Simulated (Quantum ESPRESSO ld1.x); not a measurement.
Results of a calculation; reference values are marked as such.
Input (ld1.x (Quantum ESPRESSO 7.5)):

```
 &input
    atom='Te',
    iswitch=1,
    rel=0,
    lsd=1,
    dft='SLA-VWN',
    config='[Ne] 3s2 3p3',
    prefix='ld1',
    max_out_wfc=37,
    file_charge='ld1.rho',
 /
```

Command: `OMP_NUM_THREADS=1 ld1.x < ld1.in > ld1.out`

Output (excerpt):

```
     Program LD1 v.7.5 starts

     --------------------------- All-electron run ----------------------------

     atomic number is 52.00
     dft =SLA-VWN   lsd =1 sic =0 latt =0  beta=0.20 tr2=1.0E-14
     Exchange-correlation= SLA-VWN
                           (   1   2   0   0   0   0   0)
     mesh =1945 r(mesh) =  99.55958 a.u. xmin = -7.00 dx = 0.00800
     1 Ry =  13.60569312 eV

     n l     nl                  e(Ry)          e(Ha)          e(eV)
     1 0     1S 1( 1.00)     -2390.1525     -1195.0763    -32519.6819
     2 0     2S 1( 1.00)      -485.5622      -242.7811     -6606.4098
     2 1     2P 1( 3.00)      -467.0782      -233.5391     -6354.9225
     3 0     3S 1( 1.00)      -191.0106       -95.5053     -2598.8311
     3 1     3P 1( 3.00)      -184.2770       -92.1385     -2507.2160
     1 0     1S 2( 1.00)     -2389.6232     -1194.8116    -32512.4796
     2 0     2S 2( 1.00)      -485.0627      -242.5313     -6599.6137
     2 1     2P 2( 3.00)      -466.4923      -233.2461     -6346.9505
     3 0     3S 2( 1.00)      -189.4778       -94.7389     -2577.9763
     3 1     3P 2( 0.00)      -182.7093       -91.3547     -2485.8869

     final scf error:  6.7E-16 reached in  14 iterations

     Etot =  -10928.712575 Ry,   -5464.356288 Ha, -148692.709531 eV
     Total magnetization:    3.00 Bohr mag.

     Ekin =   10925.990817 Ry,    5462.995409 Ha,  148655.678125 eV
     Encl =  -23171.152632 Ry,  -11585.576316 Ha, -315259.592014 eV
     Eh   =    1506.836675 Ry,     753.418337 Ha,   20501.557384 eV
     Exc  =    -190.387436 Ry,     -95.193718 Ha,   -2590.353025 eV

     normalization and overlap integrals

     s(1S/1S) =  1.000000  <r> =   0.0293  <r2> =    0.0011  r(max) =   0.0194
     s(2S/2S) =  1.000000  <r> =   0.1244  <r2> =    0.0181  r(max) =   0.1065
     s(2P/2P) =  1.000000  <r> =   0.1058  <r2> =    0.0136  r(max) =   0.0831
     s(3S/3S) =  1.000000  <r> =   0.2995  <r2> =    0.1019  r(max) =   0.2850
     s(3P/3P) =  1.000000  <r> =   0.2852  <r2> =    0.0936  r(max) =   0.2673
     s(1S/1S) =  1.000000  <r> =   0.0293  <r2> =    0.0011  r(max) =   0.0194
     s(2S/2S) =  1.000000  <r> =   0.1243  <r2> =    0.0181  r(max) =   0.1065
     s(2P/2P) =  1.000000  <r> =   0.1058  <r2> =    0.0135  r(max) =   0.0831
     s(3S/3S) =  1.000000  <r> =   0.3002  <r2> =    0.1023  r(max) =   0.2850
     s(3P/3P) =  1.000000  <r> =   0.2857  <r2> =    0.0940  r(max) =   0.2673

     ------------------------ End of All-electron run ------------------------
```

Run on one thread of a shared host, so times are rough (Intel(R) Xeon(R) Processor @ 2.60GHz): 0.57 s of CPU time, 0.59 s wall, 14 iterations on 1945 mesh points.
